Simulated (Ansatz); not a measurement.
Consider the formal exchange of groups at a C–Se bond: `[SeH]C1C[SiH2]1` + `[InH3]` → `[InH2][CH]1C[SiH2]1` + H₂Se.

Calculated with Ansatz (gas phase, PBE0-D4/def2-TZVP geometries, no zero-point term in ΔE). CBS: MP2 limit from def2 TZ/QZ plus the TZ coupled-cluster correction, frozen cores. Functionals use def2-TZVPP. B3LYP here is the variant with VWN-RPA as its local correlation; programs differ in this. def2 core potentials past Kr. For In, Se outer-core shells are correlated without core-valence functions, which leaves a few kJ/mol of doubt a bond. Scalar relativity is left out up to krypton. One conformer a species, not always the lowest.

```csv
level,ΔE (kJ/mol),difference from CCSD(T)/CBS
PBE-D4,-40.3,8.8
r2SCAN-D4,-42.9,6.2
PBE0-D4,-39.5,9.6
B3LYP-D4,-37.5,11.6
ωB97X-V,-36.9,12.2
ωB97M-V,-38.8,10.3
B2PLYP,-42.1,7.0
PBE,-41.1,8.0
r2SCAN,-43.0,6.1
PBE0,-40.1,9.0
B3LYP,-38.9,10.2
HF/def2-TZVPP,-31.1,18.0
MP2/def2-TZVPP,-48.6,0.5
SCS-MP2/def2-TZVPP,-44.0,5.1
CCSD/def2-TZVPP,-43.1,6.0
CCSD(T)/def2-TZVPP,-44.8,4.3
HF/def2-QZVPP,-31.6,17.5
MP2/def2-QZVPP,-51.2,-2.1
SCS-MP2/def2-QZVPP,-46.2,2.9
HF/CBS(def2),-31.7,17.4
MP2/CBS(def2),-52.9,-3.8
CCSD/CBS(def2),-47.4,1.7
CCSD(T)/CBS,-49.1,0
```

Largest T1 diagnostic among the species: 0.014.

In def2-TZVPP, CCSD(T) changes the Hartree–Fock value by −13.7 kJ/mol (the triples alone add −1.7 kJ/mol) and MP2 by −17.5 kJ/mol.
